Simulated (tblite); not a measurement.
Species: C₆H₁₂Si₂.
Geometry (GFN2-xTB, Å), atoms numbered from 1 in this order:
```xyz
20
C6H12Si2 angstrom
C      2.1037    2.1077    0.1085
C      1.7237    0.8466    0.0277
C      0.5470    0.3562   -0.7609
C      0.9821   -0.7507   -1.7257
C     -0.5468   -0.1358    0.1430
C     -0.6960    0.1521    1.4471
Si    -2.2785   -0.7380    1.9862
Si    -2.0424   -1.2485   -0.2783
H      2.9523    2.4150    0.6971
H      1.5783    2.8924   -0.4121
H      2.2625    0.0759    0.5648
H      0.1382    1.1892   -1.3492
H      0.1400   -1.0711   -2.3348
H      1.3532   -1.6093   -1.1696
H      1.7734   -0.3938   -2.3823
H     -0.0161    0.7811    2.0069
H     -2.0736   -1.7501    3.0317
H     -3.3347    0.1581    2.4754
H     -1.6724   -2.5905   -0.7511
H     -2.8989   -0.6759   -1.3275
```

Computed values, GFN2-xTB/tblite, gas phase, harmonic and unscaled. Against measured fundamentals such values can be off by several per cent, at times by over 20. Modes of hydrogen on silicon can be 10 to 20 % off. One conformer, not necessarily the lowest.

Harmonic wavenumbers (cm⁻¹): 26.7, 63.3, 117.6, 164.1, 213.9, 237.0, 267.9, 329.2, 348.9, 375.6, 389.1, 405.9, 429.7, 492.9, 505.4, 532.1, 571.7, 611.3, 652.4, 724.4, 788.4, 811.1, 825.6, 843.5, 885.0, 894.6, 975.3, 999.9, 1027.4, 1093.8, 1109.9, 1173.5, 1203.0, 1256.8, 1271.8, 1305.2, 1403.1, 1421.3, 1497.0, 1499.9, 1583.7, 1714.5, 2153.2, 2177.3, 2178.2, 2192.1, 2888.2, 3023.5, 3027.0, 3032.3, 3034.9, 3049.4, 3092.0, 3114.6.

A = 2391, B = 899.2, C = 694.1 MHz; mass 140.048 u (most abundant isotopes); point group C1, symmetry number 1.

**Question.** Zero-point energy?

**Answer.** ½Σν̃ = 33003 cm⁻¹ = 394.80 kJ/mol.

**Question.** Give the ideal-gas entropy at 273.15 K and 1 bar in the rigid-rotor, harmonic-oscillator model (classical rotation).

**Answer.** Translation 168.67, rotation 123.41, vibration 125.32: S = 417.4 J/(mol K).

**Question.** And Cp and H(273.15 K) − H(0)?

**Answer.** Cp = 172.85 J/(mol K), of which vibrations give 139.60 (their classical limit is 54 R = 449.0); H(273.15 K) − H(0) = 27.48 kJ/mol without the zero-point energy, 18.39 from vibrations.

**Question.** Which modes carry the vibrational entropy at 273.15 K?

**Answer.** 26.7 cm⁻¹: 24.63; 63.3 cm⁻¹: 17.48; 117.6 cm⁻¹: 12.43; 164.1 cm⁻¹: 9.78; 213.9 cm⁻¹: 7.75; 237.0 cm⁻¹: 6.99 J/(mol K); the other 48 give 46.26 together.

**Question.** What must be added to the electronic energy to get the Gibbs energy at 273.15 K and 1 bar?

**Answer.** ZPE + [H(273.15 K) − H(0)] − T·S = 394.80 + 27.48 − 114.01 = 308.27 kJ/mol.

**Question.** How do the functions run with temperature in this model?

**Answer.** 
| T (K) | S (J/(mol K)) | Cp (J/(mol K)) | H − H(0) (kJ/mol) | G − H(0) (kJ/mol) | ln q(vib) |
| --- | --- | --- | --- | --- | --- |
| 150 | 334.9 | 107.4 | 10.13 | -40.11 | 3.43 |
| 250 | 402.6 | 161.2 | 23.61 | -77.04 | 6.29 |
| 298.15 | 433.1 | 185.0 | 31.95 | -97.16 | 7.72 |
| 400 | 493.8 | 229.3 | 53.12 | -144.41 | 10.77 |
| 600 | 600.0 | 294.5 | 105.93 | -254.06 | 16.65 |
| 900 | 732.2 | 356.8 | 204.41 | -454.60 | 24.85 |

q(vib) and H(0) count from the zero-point level.

**Question.** Blend soft modes into free rotors: weight 1/[1 + (100 cm⁻¹/ν̃)⁴] for the oscillator and the rest for a rotor with moment μB/(μ + B), μ = h/(8π²ν), B = 10⁻⁴⁴ kg m². What vibrational entropy results?

**Answer.** 113.97 J/(mol K) in place of 125.32, which changes −T·S at 273.15 K by +3.10 kJ/mol.

Hindered rotation and anharmonicity are outside this model. Other conformers, if any are populated, would add a mixing term that is left out. The structure is chiral; the term R ln 2 for an equal mix with its mirror image is left out.
